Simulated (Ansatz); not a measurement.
Basis-set extrapolation for `ClC[SiH]1CC1` (PBE0-D4/def2-TZVP geometry, frozen core, the Gaussian-basis code of Ansatz). Multiplicity 1, RHF reference.

|  | def2-TZVPP | def2-QZVPP |
| --- | --- | --- |
| HF | -866.136719 | -866.163910 |
| MP2 correlation | -0.824895 | -0.885626 |
| CCSD(T) correlation | -0.920129 | not run |

Energies in hartree. Use E(X) = E(∞) + A·exp(−7.88·√X) for Hartree–Fock and E(X) = E(∞) + B·X^(−2.97) for correlation, with X = 3 and 4, and add CCSD(T) minus MP2 of the smaller set to the MP2 limit.

What is the CCSD(T) energy at the basis-set limit?

HF limit: -866.163910 + (-0.027191) × 0.13774 = -866.16766. MP2 limit: -0.885626 + (-0.060731) × 0.74074 = -0.93061. Higher-order term: -0.920129 − (-0.824895) = -0.09523. Total: -867.19350 hartree, 85.8 kcal/mol below CCSD(T)/def2-TZVPP.
